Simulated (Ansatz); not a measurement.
The cluster Ge₃O₉H₆, relaxed as a singlet with RKS PBE-D4/def2-SVP in Ansatz, starting from the GFN2-xTB geometry. Force threshold 0.03 eV/Å.

The structure holds 3 bonds between oxygen atoms, so isomers without such links may lie far lower. Another isomer (singlet) lies 3.41 eV lower at PBE0-D4/def2-TZVP; other spin states weren't run for this one.

Start:

```xyz
18

Ge    0.9294   -1.5650   -0.3364
Ge   -1.0782    0.0823    2.4123
Ge   -1.4920    1.1734   -1.1582
O     0.6858    2.1429   -2.3512
O    -0.6754    0.9371    3.6828
O     0.0924    2.1295   -1.0822
O     1.8713   -1.1809   -1.7651
O     2.2146   -0.4793   -0.4879
O     0.3856   -0.8697    1.6836
O     0.4027    0.9375   -2.9906
O    -0.7216   -1.0647   -0.8372
O    -1.4190    1.2910    0.8533
H    -1.4000   -1.5136   -0.3300
H     1.1062    0.3005   -2.7061
H    -2.1852   -0.8903    2.1131
H     1.0506   -2.9714    0.0968
H    -0.9468    2.1014    1.0749
H     1.1795   -0.5606    2.1281
```

Task: Estimate the energy that the relaxation releases and the steps that it takes.

Result: 1.23 eV, in 26 steps; 5 min on 4 threads of Intel Xeon on a shared host. No frequencies were taken in this run, so the end may be a saddle point.

Task: Does the start keep its bonding and symmetry?

Result: Bonds formed: Ge3–O11 (atoms count from 1).

Task: Predict the relaxed structure.

Result: 
```xyz
18

Ge    0.8011   -1.5000   -0.1616
Ge   -0.8783    0.0866    2.4072
Ge   -1.3733    1.1610   -1.0077
O     1.2175    1.8264   -1.6348
O    -0.6225    1.1445    3.6508
O     0.3934    1.6606   -0.4212
O     1.4685   -1.4287   -1.9200
O     2.4513   -1.0444   -0.7412
O     0.6974   -0.2397    1.2664
O     0.6687    0.9541   -2.6129
O    -0.9698   -0.8661   -0.7200
O    -1.7749    1.1101    0.9828
H    -1.2373   -1.3457   -1.5323
H     1.1182    0.0384   -2.4185
H    -1.5309   -1.3091    2.2932
H     0.5474   -2.8919    0.4265
H    -1.8591    2.0073    1.3769
H     0.8828    0.6366    0.7665
```
Bond lengths: 10 × Ge–O 1.65 to 2.09 Å; 3 × O–O 1.42 to 1.58 Å; 4 × H–O 0.98 to 1.04 Å; 2 × Ge–H 1.53 to 1.54 Å.
